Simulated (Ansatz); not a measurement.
System: KI, charge 1, multiplicity 2. 
Coordinates optimised at B3LYP-D3(BJ)/def2-TZVP (Ansatz, a first-principles code):
```xyz
2

K      0.0000     0.0000    -2.6587
I      0.0000     0.0000     0.9531
```
Charge +1, spin multiplicity 2.

Basis-set convergence of Hartree-Fock and CCSD(T) correlation energies (hartree) with Ansatz. Correlated levels leave the core frozen unless marked. Open shells are spin-unrestricted. No spin-orbit coupling. Frozen are the shells of the preceding noble gas and the d and f shells that filled before the atom's block. The outer core of K, Ca and their heavier congeners is not correlated, a term that matters for these elements. In def2 rows, elements after Kr have scalar-relativistic effective core potentials.

| basis | functions | E(HF) | E(corr, CCSD(T)) |
|---|---|---|---|
| def2-SVPD | 62 | -895.58982 | -0.09696 |
| def2-TZVPPD | 95 | -895.67259 | -0.13607 |
| def2-QZVPPD | 161 | -895.68519 | -0.15386 |

Extrapolating the two largest sets (X = 3 and 4) as X^-3: E(corr) = (64·(-0.15386) - 27·(-0.13607))/37 = -0.1668 Eh, an estimate of the basis-set limit. The largest set recovers 92.2 % of it, the smallest 58.1 %.
